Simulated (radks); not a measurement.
Results of a calculation; reference values are marked as such.
Task: Orbital eigenvalues (eV) of neutral gadolinium, [Xe] 4f7 5d1 6s2, of relativity; Dirac values are averaged over j with weights 2j + 1. Spin-unpolarised spherical Kohn-Sham, PBE, point nucleus unless stated (finite: rms radius 5.1569 fm), a radial shooting solver on a logarithmic mesh with Libxc functionals. A level marked "c x" has the speed of light scaled by that factor and shares open shells by 2j + 1; other Dirac levels either fill j = l - 1/2 first or share by 2j + 1.

shell  non-rel.
2p      -7133.8
3s      -1654.9
3p      -1492.7
3d      -1190.7
4s      -327.13
4p      -263.69
4d      -150.64
5s      -43.676
5p      -26.529
4f      -13.069
6s      -3.7822
5d      -3.2998

Give the values at the level "Dirac, c x 0.75".

Result: 
shell  Dirac, c x 0.75  change of magnitude (%)
2p             -7615.5                    +6.75
3s             -2008.2                   +21.35
3p             -1614.1                    +8.13
3d             -1164.4                    -2.20
4s             -411.49                   +25.79
4p             -290.58                   +10.19
4d             -144.71                    -3.94
5s             -56.220                   +28.72
5p             -28.538                    +7.57
4f             -5.3854                   -58.79
6s             -4.5399                   +20.03
5d             -1.9737                   -40.19
